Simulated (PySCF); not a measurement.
SiF2ClBr, SMILES Cl[Si](F)(F)Br. Atoms are numbered in the order given.

```xyz
5

F      1.3011     0.8172    -1.2879
Si     0.3942     0.5431     0.0000
F      1.3011     0.8172     1.2879
Cl    -1.1608     1.8348     0.0000
Br    -0.2630    -1.5287     0.0000
```

Geometry: PBE0-D3(BJ)/def2-SVP. The structure was generated by enumeration, and PubChem lists no compound with its InChIKey, so it may never have been made.

Calculation: PBE/pcSseg-1 in PySCF.

GIAO shieldings, no solvent; atoms alike by connectivity are averaged. δ = σ(ref) − σ: ¹⁹F against CFCl3 (σ = 133.6 ppm); ²⁹Si against TMS (σ = 335.4 ppm); ³⁵Cl against HCl (σ = 936.5 ppm), references at their B3LYP-D3(BJ)/def2-TZVP geometries, non-relativistic (without spin–orbit terms, shifts of atoms bonded to Cl or Br come out too high).

Computed chemical shifts:
```tsv
nucleus	atoms	count	δ (ppm)
¹⁹F	F1, F3	2	-115.1
²⁹Si	Si2	1	-24.4
³⁵Cl	Cl4	1	135.9
```
